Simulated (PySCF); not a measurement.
Ge(NH2)(SH) (GeH3NS), SMILES [NH2][Ge][SH] (connectivity only; charge and spin as stated), neutral, multiplicity 1.

The structure is a stationary point at ωB97X-D3(BJ)/def2-TZVP. The values are those of a single conformer.

Level of theory: TDDFT-PBE0/def2-SVPD run with PySCF.

Vertical excitations. The molecule is in vacuum. State labels are in the subgroup Cs.

```csv
state,symmetry,energy (eV),λ (nm),f,main pairs
S1,A",4.36,284,0.030,HOMO→LUMO 99 %
S2,A',4.82,257,0.032,HOMO−1→LUMO 92 %
S3,A",5.89,211,0.006,HOMO−1→LUMO+1 93 %
S4,A',6.12,203,0.048,"HOMO→LUMO+2 38 %, HOMO→LUMO+1 30 %, HOMO−2→LUMO 29 %"
S5,A',6.14,202,0.102,"HOMO−2→LUMO 59 %, HOMO→LUMO+1 18 %, HOMO→LUMO+2 12 %"
S6,A",6.30,197,0.034,HOMO−1→LUMO+2 94 %
S7,A',6.34,196,0.289,"HOMO→LUMO+2 44 %, HOMO→LUMO+1 42 %, HOMO→LUMO+3 8 %"
S8,A",6.80,182,0.004,"HOMO−1→LUMO+3 76 %, HOMO−2→LUMO+1 14 %"
S9,A',6.92,179,0.474,HOMO→LUMO+3 80 %
S10,A",7.02,177,0.020,HOMO−3→LUMO 84 %
T1,A",3.11,399,0,HOMO→LUMO 98 %
T2,A',3.93,316,0,HOMO−1→LUMO 96 %
T3,A',4.82,257,0,HOMO−2→LUMO 85 %
T4,A',4.87,255,0,HOMO→LUMO+1 78 %
```
Triplets are in the Tamm–Dancoff approximation, which puts them higher than full response would, so one can lie above its singlet here.
